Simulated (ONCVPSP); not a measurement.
## Si: ONCV pseudisation with BLYP, scalar-relativistic reference atom.

```json
{"Element": "Si (Z = 14)", "Generator": "ONCVPSP 4.0.1", "Type": "optimised norm-conserving Vanderbilt (ONCV)", "Functional": "BLYP", "Relativity": "scalar-relativistic", "Frozen core": "[He]", "Valence charge": "12", "Reference configuration": "2s2 2p6 3s2 (charge +2)", "Partial waves": "2s+3s: rc 1.05 bohr, ncon 4, nbas 9, qcut 14.9 1/bohr, 2 projectors; 2p: rc 0.95 bohr, ncon 5, nbas 9, qcut 16.1 1/bohr, 2 projectors, debl 3.8 Ha; d scattering state at 0.2 Ha: rc 0.95 bohr, ncon 3, nbas 6, qcut 11.2 1/bohr, local", "Local potential": "the d channel", "Core correction": "Teter function fitted to the true core (icmod 2), fcfact 0.45"}
```

In the p channel the program set the typed energies aside and used -4.297, 0.250 Ha.

Poles of the logarithmic derivatives, all-electron (AE) and pseudo (PS). s: poles at -5.2 (AE) and -5.2 (PS) Ha. p: poles at -3.4 (AE) and -3.4 (PS) Ha. d: poles at no energy (AE) and no energy (PS) Ha. Test radii: s 1.06, p 0.97, d 0.97 bohr.

* Cutoffs needed: 102 Ha and 115 Ha (the cutoffs (Ha) at which the residual kinetic energy of the hardest occupied pseudo-wave falls to 1 and 0.1 mHa per electron)
* Ghost test: no bound ghost flagged; no localised positive-energy state flagged
* Largest excitation error: -414 meV (all-electron minus pseudo) for 2s1 2p6 3s2 3p2, out of 4 test configurations
* rms error of d²Exc/dni dnj: 2.15 mHa without and 2.59 mHa with the model core
